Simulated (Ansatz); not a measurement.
A structure relaxed at PBE0-D4/def2-TZVP, charge 0, multiplicity 1:

```xyz
7

C    -0.103    0.860   -1.154
C    -0.080    0.104   -0.072
Te   -1.640    0.063    1.561
Al    0.443   -1.144    1.227
F     1.565   -2.239    1.698
H     0.711    0.790   -1.873
H    -0.896    1.565   -1.387
```

**Question.** Give its formula and SMILES.

**Answer.** C2H2AlFTe, `C=[C]1[Te][Al]1[F]`.

**Question.** Point group (tolerance 0.08 Å, 0.16 Å for H)?

**Answer.** Cs.

**Question.** Summarise the bond lengths by kind.

**Answer.** 1 × C–C 1.321 Å; 2 × C–H 1.086 to 1.088 Å; 1 × C–Te 2.259 Å; 1 × Al–C 1.876 Å; 1 × Al–Te 2.431 Å; 1 × Al–F 1.637 Å.

Program: Ansatz 0.2.0.
